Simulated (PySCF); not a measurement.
# Core-level binding energies of `C[Si@@H]1CC[SiH2]N1`

Compound: C3H11NSi2.
Atom-mapped SMILES: `[CH3:1][Si@@H:2]1[CH2:3][CH2:4][SiH2:5][NH:6]1`

Level of theory: delta-SCF UKS SCAN, pcX-2 on the ionised atom, pcseg-1 elsewhere, spin-free X2C (PySCF). Binding energies are ΔSCF values: E(core-ionised, relaxed orbitals) − E(ground state) at a fixed geometry, referred to the vacuum level.

Task: List the computed XPS lines with their assignment.

Result: 
```tsv
atom(s)	bonded to	level	binding energy (eV)	2p1/2 (eV)	above the level's lowest (eV)	count
Si5	N, C and 2 H	Si 1s	1846.33	–	+0.16	1
Si2	N, 2 C and H	Si 1s	1846.17	–	0.00	1
N6	H and 2 Si	N 1s	403.72	–	0.00	1
C4	C, 2 H and Si	C 1s	290.01	–	+0.06	1
C1	3 H and Si	C 1s	290.01	–	+0.06	1
C3	C, 2 H and Si	C 1s	289.95	–	0.00	1
Si5	N, C and 2 H	Si 2p3/2	106.46	107.08	+0.16	1
Si2	N, 2 C and H	Si 2p3/2	106.30	106.92	0.00	1
```

The 3 C 1s values lie within 0.06 eV of each other; Gaussian lines of 0.5 eV full width would blend them into one maximum.

The 2 Si 1s values lie within 0.16 eV of each other; Gaussian lines of 0.5 eV full width would blend them into one maximum.

The 2 Si 2p3/2 values lie within 0.16 eV of each other.

Task: Which effective nuclear charge Zeff reproduces each element's mean 1s value in the hydrogen-like formula E = 13.606 eV × Zeff²?

Result: C (Z = 6): mean 290.0 eV, Zeff = 4.62, Z − Zeff = 1.38; N (Z = 7): mean 403.7 eV, Zeff = 5.45, Z − Zeff = 1.55; Si (Z = 14): mean 1846.2 eV, Zeff = 11.65, Z − Zeff = 2.35. Means run over the listed sites, weighted by atom count.

Task: What is the longest wavelength that can ionise C 1s of C3 vertically?

Result: λ = hc/E = 12398.42 eV Å / 289.95 eV = 42.761 Å.

2p3/2 and 2p1/2 are the ΔSCF energy of one spin-free 2p hole plus the eigenvalues of a spin–orbit and ligand-field matrix of the shell. 2p1/2 minus 2p3/2 (ligand field included): Si 0.62 eV. Geometry: PBE0-D3(BJ)/def2-SVP, one conformer, isolated molecule.
